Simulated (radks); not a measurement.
K IV, configuration [Ne] 3s2 3p4 (the NIST ground configuration).

Calculated with a radial shooting solver on a logarithmic mesh with Libxc functionals: scalar-relativistic Kohn-Sham, PBEsol, spin-polarised, spherical densities, finite nucleus; open shells are filled with parallel spins first; Fermi nuclear charge, rms radius 3.4349 fm.

Energy parts (eV):
| part | energy |
|---|---|
| total | -16280.235 |
| kinetic | 16377.994 |
| electron-nucleus | -38134.710 |
| Hartree | 6330.852 |
| exchange-correlation | -854.371 |

Orbitals (lengths in bohr, moments of r in powers of bohr; <r^-3> diverges for s and p1/2; r(max) is where P^2 peaks):
orbital,occ.,eigenvalue (eV),r(max),<r^2>,<r^-3>,<r>
1s up,1,-3561.235,0.05307,0.008853,-,0.08113
1s down,1,-3560.653,0.05307,0.008851,-,0.08112
2s up,1,-395.3971,0.3182,0.1782,-,0.3877
2s down,1,-394.8646,0.3183,0.1779,-,0.3875
2p up,3,-322.7182,0.2623,0.1520,155.3,0.3502
2p down,3,-321.9796,0.2625,0.1518,155.2,0.3500
3s up,1,-73.5116,1.051,1.646,-,1.199
3s down,1,-70.5880,1.052,1.668,-,1.205
3p up,3,-55.8990,1.104,1.927,17.86,1.288
3p down,1,-53.1047,1.107,1.974,17.58,1.301

The highest occupied level is 3p down at -53.105 eV. The spin density at the nucleus is -0.1660 e/bohr^3 (1s -0.4771, 2s 0.0934, 3s 0.2176). Summed over all electrons, <r^2> = 12.36 bohr^2, which gives a Langevin (diamagnetic) susceptibility term of -9.79 x 10^-6 cm^3/mol. The density falls to 0.001 e/bohr^3 at r = 2.89 bohr. For comparison, the ionisation energy in NIST's Atomic Spectra Database is 60.92 eV (semi-empirical). In exact Kohn-Sham theory the highest level is minus the ionisation energy, but local and semilocal functionals leave it too shallow, through self-interaction and a potential that decays too fast; potentials with the right tail come closer.
